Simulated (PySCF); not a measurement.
# P²⁺: excitation energy

P²⁺ [Ne] 3s2 3p1 (2P) → P²⁺ [Ne] 3s1 3p1 3d1 (high-spin determinant), as a difference of total energies. All numbers are calculated (PySCF 2.14, the non-relativistic Hamiltonian (point nucleus), in aug-cc-pV(5+d)Z). Correlated levels: valence: [Ne] frozen. The calculations carry no spin-orbit coupling.

| method | excitation energy (cm⁻¹) |
| --- | --- |
| UHF | 157430 |
| MP2 (valence) | 164930 |
| SCS-MP2 (valence) | 168900 |

The promoted electron is Rydberg-like, and one or two diffuse shells describe it only roughly, which tends to raise the upper state.

The determinant of the upper state mixes LS terms, which raises its energy above the lowest term, most at the Hartree-Fock and MP2 levels.
